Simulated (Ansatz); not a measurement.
silicon monoxide (OSi), singlet, geometry from GFN2-xTB, with bond 2-1 at 1.4 times its length; CASSCF(2,3)/cc-pVDZ (Ansatz, an electronic-structure program).

Input for Ansatz:
Ansatz 0.2 input:
```yaml
crystal:
  periodic: [false, false, false]
  atoms:
    - {symbol: Si, position_ang: [-0.00000000, -0.00000000, -0.54858235]}
    - {symbol: O, position_ang: [0.00000000, 0.00000000, 1.56345971]}
basis:
  gaussian:
    orbitals: cc-pVDZ
hamiltonian:
  xc: hf
magnetization: {spin_polarized: false}
correlation: {active_space: {window: {electrons: 2, orbitals: 3}}}
```

**Question.** What does Ansatz print? Leave out banner, timings and long lists.

**Answer.** 
```
Functional definition: HF
314 factors; integrals over basis functions are off by at most 7.9e-4 eV
mean field evaluation 1: about -9883.7068 eV, gradient 5.9e1 eV
mean field evaluation 2: about -9883.7079 eV, gradient 5.9e1 eV
mean field evaluation 4: about -9893.1661 eV, gradient 1.5e1 eV
mean field evaluation 8: about -9894.1739 eV, gradient 8.5e-1 eV
mean field evaluation 16: about -9889.1239 eV, gradient 4.9e0 eV
mean field evaluation 32: about -9889.7890 eV, gradient 3.8e0 eV
mean field evaluation 64: about -9894.1809 eV, gradient 4.3e-1 eV
mean field -9894.18133768 eV, -363.6044576426 hartree, gradient 1.6e-6 eV, S^2 0.000000; 6 other end points of the search recorded, 0 dependent functions left out
reference -9894.18133768 eV, -363.6044576426 hartree; 11, 11 occupied and 21, 21 virtual orbitals, 314 factors
state -9896.42363574 eV, -363.6868605767 hartree
Total energy: -9896.42363574 eV, -363.6868605767 hartree
```
